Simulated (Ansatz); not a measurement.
Reaction (hydrogenolysis of a Ge–C bond): `[CH3][GeH]([CH3])[Cl]` + H₂ → `[CH3][GeH2][Cl]` + CH₄

Isolated molecules relaxed with PBE0-D4/def2-TZVP in Ansatz; ΔE leaves out vibrations. CBS: MP2 limit from def2 TZ/QZ plus the TZ coupled-cluster correction, frozen cores. This one scheme is used for every species. DFT in def2-TZVPP. For Ge outer-core shells are correlated without core-valence functions, which leaves a few kJ/mol of doubt a bond. Scalar relativity is left out up to krypton.

```csv
species,ωB97X-V energy (Eh)
`[CH3][GeH]([CH3])[Cl]`,-2617.45651
H₂,-1.17262
`[CH3][GeH2][Cl]`,-2578.12439
CH₄,-40.51649
```

Question: Work out ΔE.

Answer: ΔE = (-2578.12439) + (-40.51649) − (-2617.45651) − (-1.17262) = -0.01175 Eh = -0.32 eV. CCSD(T)/CBS gives -0.27 eV.

Largest T1 diagnostic among the species: 0.010.

In def2-TZVPP, CCSD(T) changes the Hartree–Fock value by +0.25 eV (the triples alone add +0.04 eV) and MP2 by +0.32 eV. The D4 term adds +0.09 eV with B3LYP and +0.05 eV with PBE0; it sums over pairs of atoms, weighted by their polarisabilities, and B3LYP, whose exchange is more repulsive, gets the larger term. At CCSD(T), def2-SVP lies −0.16 eV from the extrapolated value and def2-TZVPP −0.00 eV.

B3LYP here is the variant with VWN-RPA as its local correlation; programs differ in this.
